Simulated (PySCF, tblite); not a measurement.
C2H11NOSi2.
Structure used (GFN2-xTB), in Å, numbered top down from 1:
```
atom  x, y, z in Å
C1    -1.7649   -1.2948   -0.2087
C2    -1.5099    0.1268    0.2786
Si3   -0.0120    0.9311   -0.5660
N4     0.3462    2.3763    0.3020
O5     1.3081   -0.0073   -0.4464
Si6    2.3325   -1.0257    0.2760
H7    -2.5979   -1.7508    0.3258
H8    -1.9985   -1.3001   -1.2714
H9    -0.8804   -1.9097   -0.0548
H10   -1.3527    0.1079    1.3585
H11   -2.4049    0.7264    0.1074
H12   -0.1767    1.0435   -2.0199
H13   -0.3733    3.0694    0.4198
H14    1.2307    2.8243    0.1258
H15    2.0007   -1.1584    1.6951
H16    2.1867   -2.3060   -0.4183
H17    3.6593   -0.4407    0.0868
```

Computed, not measured: wB97X-D/def2-SVPD in PySCF (dipole) on a GFN2-xTB geometry, gas phase.

Take the most abundant isotopes and a rigid rotor. The values belong to one conformer with, in the numbering `[CH3:1][CH2:2][Si@@H:3]([NH2:4])[O:5][SiH3:6]`, C1–C2–Si3–N4 -169°, C2–Si3–N4–H -56° and 167°, C2–Si3–O5–Si6 -38°.

Question: What are A, B and C (MHz)?

Answer: Ia = 197.34, Ib = 309.54, Ic = 455.09 u·Å²; 505379 MHz·u·Å²/I gives A = 2561, B = 1633, C = 1111 MHz.

Question: What kind of rotor is it?

Answer: An asymmetric top: κ = (2 × 1633 − 2561 − 1111)/(2561 − 1111) = -0.28.

Question: Is it planar, by Δ = Ic − Ia − Ib?

Answer: Not planar: Δ = Ic − Ia − Ib = -51.79 u·Å². For a rigid frame Δ = −2 Σ m c², so Σ m c² = 25.89 u·Å² lies off the ab plane: 10.98 from hydrogen and 14.91 from heavier atoms. The atom farthest from that plane is 1.87 Å away.

Question: Give the other two planar moments, Paa and Pbb, and the rms extents of the mass along the axes.

Answer: Paa = Σ m a² = (Ib + Ic − Ia)/2 = 283.64 and Pbb = Σ m b² = (Ia + Ic − Ib)/2 = 171.45 u·Å². With the mass M = 121.04 u, the rms extents √(P/M) along a, b and c are 1.53, 1.19, 0.46 Å.

Question: Predict some low-J microwave lines.

Answer: The dipole components are |μa| = 0.90 D, |μb| = 0.68 D, |μc| = 0.33 D. Intensities carry the squares of the components, which stand as 1.00 : 0.58 : 0.13 (a : b : c). Some lines, for components of 0.1 D or more:

```csv
type,branch,"J(Ka,Kc)",MHz,lower level (cm⁻¹)
a,Q,"1(1,0) ← 1(1,1)",522,0.122
c,Q,"2(1,2) ← 2(0,2)",572,0.269
c,Q,"1(1,1) ← 1(0,1)",928,0.092
b,Q,"1(1,0) ← 1(0,1)",1450,0.092
a,Q,"2(1,1) ← 2(1,2)",1567,0.288
b,Q,"2(1,1) ← 2(0,2)",2139,0.269
a,R,"1(0,1) ← 0(0,0)",2743,0.000
c,Q,"2(2,1) ← 2(1,1)",2785,0.340
b,Q,"2(2,0) ← 2(1,1)",2951,0.340
b,R,"1(1,1) ← 0(0,0)",3671,0.000
c,R,"1(1,0) ← 0(0,0)",4194,0.000
b,Q,"2(2,1) ← 2(1,2)",4351,0.288
b,R,"2(0,2) ← 1(1,1)",4392,0.122
a,R,"2(1,2) ← 1(1,1)",4964,0.122
a,R,"2(0,2) ← 1(0,1)",5320,0.092
b,R,"2(1,2) ← 1(0,1)",5892,0.092
a,R,"2(1,1) ← 1(1,0)",6009,0.140
c,R,"2(1,1) ← 1(0,1)",7459,0.092
b,R,"2(2,1) ← 1(1,0)",8793,0.140
c,R,"2(2,0) ← 1(1,0)",8960,0.140
c,R,"2(2,1) ← 1(1,1)",9316,0.122
b,R,"2(2,0) ← 1(1,1)",9482,0.122
```

Its GFN2-xTB frequencies are all real (lowest 26 cm⁻¹). Zero-point vibration and centrifugal distortion are left out. A rigid rotor knows nothing of inversion at nitrogen or internal rotation, which can split or shift real lines. Quadrupole hyperfine structure (14N) is left out.
